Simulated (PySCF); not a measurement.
BeFBr, SMILES [F][Be][Br].

Geometry optimised at PBE0-D3(BJ)/def2-TZVP.

These are PBE0/def2-TZVPD (PySCF) values and carry that method's errors.

Gas-phase values at a fixed geometry.

Computed frontier levels, gap, dipole moment and polarisability:
The highest occupied level comes out as -9.10 eV and the lowest empty level is -0.75 eV. The orbital gap is 8.35 eV, the dipole moment comes out as 0.34 D and the quadrupole, principal values (traceless, Buckingham form, about the centre of nuclear charge) comes out as -6.43, 3.22, 3.22 D·Å. The mean static polarisability is 34.9 bohr³ (5.17 Å³) and the polarisability, principal values comes out as 31.0, 31.0, 42.5 bohr³.
